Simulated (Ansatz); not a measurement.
Consider the substitution at a C–C bond: `CCCCCCCCC` + CH₃SH → `CCCSC` + `CCCCCC`.

Computed with Ansatz on PBE0-D4/def2-TZVP structures; ΔE is electronic, products minus reactants. CBS: MP2 limit from def2 TZ/QZ plus the TZ coupled-cluster correction, frozen cores. This one scheme is used for every species. Functionals use def2-TZVPP. B3LYP here is the variant with VWN-RPA as its local correlation; programs differ in this. Each species was taken in one conformer, which may not be the lowest.

```csv
level,ΔE (kcal/mol),difference from CCSD(T)/CBS
PBE-D4,-3.2,-1.3
r2SCAN-D4,-2.7,-0.8
PBE0-D4,-2.5,-0.6
ωB97M-V,-1.8,0.1
B2PLYP,-2.5,-0.6
PBE,-3.2,-1.3
r2SCAN,-3.0,-1.1
B3LYP,-2.6,-0.7
HF/def2-TZVPP,-1.2,0.7
SCS-MP2/def2-TZVPP,-1.8,0.1
CCSD/def2-TZVPP,-0.8,1.1
CCSD(T)/def2-TZVPP,-1.2,0.7
HF/def2-QZVPP,-1.1,0.8
MP2/def2-QZVPP,-2.6,-0.7
SCS-MP2/def2-QZVPP,-2.2,-0.3
MP2/CBS(def2),-2.9,-1.0
CCSD(T)/CBS,-1.9,0
```

Largest T1 diagnostic among the species: 0.009.
